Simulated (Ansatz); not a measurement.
CH$_{2}$AlFO, SMILES `O=[CH][AlH][F]`, relaxed with RKS PBE-D4/def2-SVP in the Gaussian-basis code of Ansatz from a rough embedded geometry. The force threshold is 0.03 eV/Å; the program also tests the step.

The species carries charge 0 and has multiplicity 1.

Start:

```xyz
6

O     1.890    0.399   -0.253
C     0.860    0.572    0.304
Al   -0.677   -0.513   -0.214
F    -2.306   -0.184    0.465
H     0.743    1.349    1.075
H    -0.509   -1.623   -1.377
```

```json
{"step": "1", "energy (eV)": "-12414.5277", "largest force (eV/Å)": "3.403", "largest move (Å)": "0.000"}
{"step": "2", "energy (eV)": "-12414.7842", "largest force (eV/Å)": "1.623", "largest move (Å)": "0.078"}
{"step": "3 (rejected)", "energy (eV)": "-12414.7381", "largest force (eV/Å)": "1.337", "largest move (Å)": "0.140"}
{"step": "4", "energy (eV)": "-12414.8380", "largest force (eV/Å)": "0.366", "largest move (Å)": "0.070"}
{"step": "5", "energy (eV)": "-12414.8454", "largest force (eV/Å)": "0.091", "largest move (Å)": "0.044"}
{"step": "6", "energy (eV)": "-12414.8456", "largest force (eV/Å)": "0.020", "largest move (Å)": "0.015"}
```

End:

```xyz
6

O     1.898    0.358   -0.239
C     0.844    0.614    0.328
Al   -0.741   -0.511   -0.261
F    -2.255   -0.262    0.427
H     0.818    1.434    1.117
H    -0.564   -1.634   -1.371
```

Hardware: 2 threads of an Arm Neoverse V1 on a shared host. Wall time 7 s, peak host memory 0.16 GiB.
